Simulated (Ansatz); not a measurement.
A nudged elastic band was laid between two geometries of CH₄Cl₂Sn (8 atoms, charge 0, multiplicity 1).

The calculation used RKS revPBE/def2-SVP in Ansatz 0.2.0.

```yaml
movable_images: 5
climbing_image: yes
spring: 5.0 eV/Å²
optimiser: quadratic models (default)
start_path: through a guess of the saddle point
force_threshold: 0.05 eV/Å
iteration_limit: 60
end_points: relaxed
```

First end point:

```xyz
8
Properties=species:S:1:pos:R:3
Cl 1.064 -0.226 2.129
C 1.052 -0.170 0.321
Cl 2.056 1.191 -0.322
Sn -1.035 0.026 -0.412
H 1.538 -1.103 -0.020
H -1.631 1.526 0.193
H -1.001 0.010 -2.143
H -1.950 -1.311 0.198
```

Last end point:

```xyz
8
Properties=species:S:1:pos:R:3
Cl 1.409 -1.662 1.005
C 1.080 -0.045 0.263
Cl 1.409 1.309 1.417
Sn -1.029 0.051 -0.425
H 1.806 0.069 -0.564
H -1.281 1.589 -1.178
H -1.289 -1.236 -1.553
H -2.013 -0.132 0.979
```

**Question.** Which bonds break or form, and what moves?

**Answer.** No bond is made or broken. The dihedral Cl3–C2–Sn4–H7 goes from 59 to 179°. The two ends are copies of one structure, up to a mirror image or an exchange of like atoms.

**Question.** What energy profile does the band end with?

**Answer.** The forces met the threshold. The highest image is number 3 of 0 to 6, 0.058 eV above the ends, which have the same energy within 2 meV. A vibrational analysis at the climbing image gives one clearly imaginary mode, 93i cm⁻¹: a first-order saddle point.

```
image  path coordinate (Å)  energy (eV)  dihedral Cl3–C2–Sn4–H7 (°)
    0                 0.00        0.000                          59
    1                 0.67        0.015                          78
    2                 1.33        0.044                          98
    3                 2.00        0.058                         118
    4                 2.67        0.043                         138
    5                 3.34        0.014                         159
    6                 4.01        0.000                         179
```

**Question.** What is the geometry of the highest image?

**Answer.** 
```xyz
8
Properties=species:S:1:pos:R:3
Cl 1.179 -1.100 1.803
C 1.075 -0.111 0.293
Cl 1.808 1.526 0.503
Sn -1.039 0.045 -0.410
H 1.697 -0.634 -0.456
H -1.461 1.715 -0.535
H -1.106 -0.718 -1.967
H -2.059 -0.779 0.713
```

**Question.** What are the harmonic wavenumbers there?

**Answer.** 93i, 138, 158, 274, 374, 441, 529, 659, 667, 686, 690, 708, 1072, 1172, 1836, 1866, 1877, 3058 cm⁻¹.

The band took 6 iterations and about 110 core-seconds.

Time of the run: 59 s on 2 threads of Arm Neoverse V1, on a shared host, peak memory 0.14 GiB.
